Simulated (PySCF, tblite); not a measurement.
Isomers of [C7H6F3O]+ (charge +1), one GFN2-xTB conformer each. Single-point energies are computed at PBE0/pcSseg-1 (PySCF, gas phase, no added dispersion term), electronic only.

| SMILES | GFN2-xTB relative energy (kJ/mol) |
| --- | --- |
| FC(F)(F)OC1=C[CH+]CC=C1 | 0.0 |
| FC(F)(F)OC1=CC=CC[CH+]1 | 25.5 |

Conformers: `[F:1][C:2]([F:3])([F:4])[O:5][C:6]1=[CH:7][CH+:8][CH2:9][CH:10]=[CH:11]1` (charge +1) with C2–O5–C6–C7 0°; `[F:1][C:2]([F:3])([F:4])[O:5][C:6]1=[CH:7][CH:8]=[CH:9][CH2:10][CH+:11]1` (charge +1) with C2–O5–C6–C7 178°.

What does PBE0/pcSseg-1 give for the same structures?

| SMILES | PBE0/pcSseg-1 E (Eh) | PBE0/pcSseg-1 (kJ/mol) | GFN2-xTB (kJ/mol) | point group |
| --- | --- | --- | --- | --- |
| FC(F)(F)OC1=C[CH+]CC=C1 | -644.08042 | 0.0 | 0.0 | Cs |
| FC(F)(F)OC1=CC=CC[CH+]1 | -644.06347 | 44.5 | 25.5 | near Cs |

Both levels put the same isomer lowest. 

Which frontier levels and rotational constants go with these structures?

| SMILES | HOMO (eV, PBE0/pcSseg-1) | LUMO (eV) | A, B, C (MHz) |
| --- | --- | --- | --- |
| FC(F)(F)OC1=C[CH+]CC=C1 | -13.52 | -8.36 | 2787, 669.0, 596.8 |
| FC(F)(F)OC1=CC=CC[CH+]1 | -13.01 | -8.88 | 2784, 668.3, 595.9 |

What happens when harmonic zero-point energies from GFN2-xTB frequencies are added?

```tsv
SMILES	ZPE (kJ/mol)	electronic (kJ/mol)	with ZPE (kJ/mol)
FC(F)(F)OC1=C[CH+]CC=C1	299.7	0.0	0.0
FC(F)(F)OC1=CC=CC[CH+]1	297.3	44.5	42.1
```

The zero-point energies span 2.4 kJ/mol. The order is unchanged.
